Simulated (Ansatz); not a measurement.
`O[SiH](S)[SiH2][SiH3]` + `BNC=C` → `BN(C=C)[SiH2][SiH3]` + `O[SiH2]S`  (cleavage of the Si–Si bond)

Calculated with Ansatz (gas phase, PBE0-D4/def2-TZVP geometries, no zero-point term in ΔE). CCSD(T)/CBS is the MP2 limit (def2-TZVPP, def2-QZVPP) plus CCSD(T) − MP2 in def2-TZVPP, frozen cores. DFT in def2-TZVPP. HSE06 is defined as in plane-wave codes. Each species was taken in one conformer, which may not be the lowest.

Problem. Is it downhill or uphill in electronic energy at CCSD(T)/CBS, and by how much? (An estimate is asked.)

Solution. The calculation gave: Downhill: ΔE = -28.7 kJ/mol.

Problem. What do these levels give: B97M-V, HSE06-D4, BLYP, PBE0, CCSD/def2-SVP, HF/def2-TZVPP? (Best estimate.)

Solution. The calculation gave: B97M-V -16.3, HSE06-D4 -10.4, BLYP -11.2, PBE0 -7.9, CCSD/def2-SVP -21.9, HF/def2-TZVPP -32.8 kJ/mol.

Problem. What do rigid-rotor, harmonic-oscillator terms from PBE0-D4/def2-TZVP frequencies (298.15 K, 1 bar) make of the CCSD(T)/CBS value? (Best estimate.)

Solution. Computed: ΔZPE = -4.3 kJ/mol, ΔH = -35.5 kJ/mol, ΔS = -24 J/(mol·K), ΔG = -28.4 kJ/mol. Modes under 50 cm⁻¹ make the entropy rough.

Largest T1 diagnostic among the species: 0.014.

From BLYP to BHLYP (50 % exact exchange), in def2-TZVPP and without D4, ΔE moves by −14.7 kJ/mol. The D4 term adds −5.7 kJ/mol with B3LYP and −3.0 kJ/mol with PBE0; it sums over pairs of atoms, weighted by their polarisabilities, and B3LYP, whose exchange is more repulsive, gets the larger term.

B3LYP here is the variant with VWN-RPA as its local correlation; programs differ in this.
